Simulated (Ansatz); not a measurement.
One geometry of `N#Cc1ccco1`, several functionals.

```yaml
crystal:
  periodic: [false, false, false]
  atoms:
    - {symbol: N, position_ang: [1.134802, -3.119073, 0.645241]}
    - {symbol: C, position_ang: [0.782152, -2.045001, 0.421845]}
    - {symbol: C, position_ang: [0.319564, -0.741589, 0.151657]}
    - {symbol: C, position_ang: [-0.937912, -0.225743, 0.073717]}
    - {symbol: C, position_ang: [-0.775502, 1.150137, -0.229270]}
    - {symbol: C, position_ang: [0.562562, 1.359871, -0.310537]}
    - {symbol: O, position_ang: [1.243261, 0.223938, -0.082685]}
    - {symbol: H, position_ang: [-1.855732, -0.772420, 0.217017]}
    - {symbol: H, position_ang: [-1.550426, 1.886168, -0.368137]}
    - {symbol: H, position_ang: [1.160532, 2.232412, -0.515846]}
basis:
  gaussian: {orbitals: def2-TZVPP}
hamiltonian: {xc: {name: LC-wPBE}, dispersion: d4}
output: {orbitals: {seedname: orbitals}}
```

```sh
$ ansatz run in.yaml --threads 4 --pin off --events-out ev --progress --plain
```

Output, abridged:

```
WARN the engine holds no damping parameters fitted to this dispersion correction and functional, so the run takes those fitted to pbe0 (hamiltonian.dispersion, under Limitations)
Functional definition: LC-wPBE
1383 factors; their error is unknown
386 factors; integrals over basis functions are off by at most 2.3e-5 eV
mean field evaluation 1: about -8761.4326 eV, gradient 4.9e1 eV
mean field evaluation 2: about -8761.6230 eV, gradient 5.1e1 eV
mean field evaluation 4: about -8766.2817 eV, gradient 3.1e0 eV
mean field evaluation 8: about -8766.3069 eV, gradient 8.3e-2 eV
mean field evaluation 16: about -8766.2767 eV, gradient 2.8e-4 eV
mean field -8766.27673817 eV, -322.1547281321 hartree, gradient 5.7e-5 eV, S^2 0.000000; 0 other end points of the search recorded, 0 dependent functions left out
reference -8766.27673818 eV, -322.1547281324 hartree; 24, 24 occupied and 235, 235 virtual orbitals, 1383 factors
Total energy: -8766.47844355 eV, -322.1621406679 hartree
```

Run time 3.1 s (4 threads of a server CPU on a shared host); peak host memory 0.46 GiB.

With the line `hamiltonian: {xc: {name: wB97M-V}}` and forces (abridged; 14 s):

```
Functional definition: wB97M-V
mean field evaluation 16: about -8769.9418 eV, gradient 1.1e-3 eV
mean field -8769.94178029 eV, -322.2894159456 hartree, gradient 7.3e-5 eV, S^2 0.000000
Total energy: -8769.94182511 eV, -322.2894175926 hartree
Atom 0 force    -0.115336     0.350488    -0.072860 eV/Å
Atom 1 force     0.270744    -0.767587     0.159147 eV/Å
Atom 2 force    -0.432201     0.410494    -0.077265 eV/Å
Atom 3 force     0.058930    -0.312926     0.064756 eV/Å
Atom 4 force     0.037280     0.266344    -0.056639 eV/Å
Atom 5 force    -0.146180     0.247582    -0.052284 eV/Å
Atom 6 force     0.235328    -0.099914     0.016914 eV/Å
Atom 7 force     0.075211     0.032867    -0.009180 eV/Å
Atom 8 force     0.070881    -0.052338     0.009720 eV/Å
Atom 9 force    -0.054658    -0.075010     0.017690 eV/Å
Dipole moment:    -0.427683     0.865832    -0.176226 e Å
```

Changing it to `hamiltonian: {xc: {name: r2SCAN0}, dispersion: d4}` (abridged; 6.5 s):

```
Functional definition: r2SCAN0
mean field evaluation 16: about -8766.5287 eV, gradient 6.7e-4 eV
mean field -8766.52867687 eV, -322.1639867085 hartree, gradient 3.7e-5 eV, S^2 0.000000
Total energy: -8766.59862256 eV, -322.1665571652 hartree
```

With the line `hamiltonian: {xc: {name: B2PLYP}}` (abridged; 8.5 s):

```
Functional definition: B2PLYP
mean field evaluation 16: about -8755.1893 eV, gradient 1.1e-3 eV
mean field -8755.18929044 eV, -321.7472719432 hartree, gradient 4.5e-6 eV, S^2 0.000000
7 core orbitals not correlated: weight in the atoms' cores, before any rotation towards them, 1.000 or more for the frozen orbitals, at most 0.000 for the correlated occupied ones
second order -39.64125276 eV of doubles, -0.00000000 eV of singles
Total energy: -8765.89258939 eV, -322.1406109246 hartree
```

Changing it to `hamiltonian: {xc: hse06, dispersion: d4}` (abridged; 3.8 s):

```
Functional definition: HSE06
mean field evaluation 16: about -8762.0662 eV, gradient 3.4e-4 eV
mean field -8762.06615005 eV, -321.9999918725 hartree, gradient 7.1e-5 eV, S^2 0.000000
Total energy: -8762.25254070 eV, -322.0068416026 hartree
```

The same input with `hamiltonian: {xc: r2scan, dispersion: d4}` and forces (abridged; 6.5 s):

```
Functional definition: r2SCAN
mean field evaluation 16: about -8767.8653 eV, gradient 2.7e-3 eV
mean field -8767.86526017 eV, -322.2131052387 hartree, gradient 3.2e-5 eV, S^2 0.000000
Total energy: -8767.92582359 eV, -322.2153309034 hartree
Atom 0 force     0.199091    -0.630035     0.131280 eV/Å
Atom 1 force    -0.221904     0.747376    -0.156087 eV/Å
Atom 2 force     0.006261    -0.612542     0.132757 eV/Å
Atom 3 force    -0.331455     0.054988    -0.004475 eV/Å
Atom 4 force    -0.242387     0.026000     0.002936 eV/Å
Atom 5 force     0.035393     0.457394    -0.102538 eV/Å
Atom 6 force     0.524672    -0.010198    -0.010367 eV/Å
Atom 7 force     0.014939     0.008883    -0.002379 eV/Å
Atom 8 force     0.007038    -0.010529     0.002386 eV/Å
Atom 9 force     0.008352    -0.031336     0.006487 eV/Å
Dipole moment:    -0.427413     0.892423    -0.182004 e Å
```

LC-ωPBE has ω = 0.4 bohr⁻¹; the program lends it PBE0's D4 damping.

HSE06 is the plane-wave form, built on full-range PBE exchange.
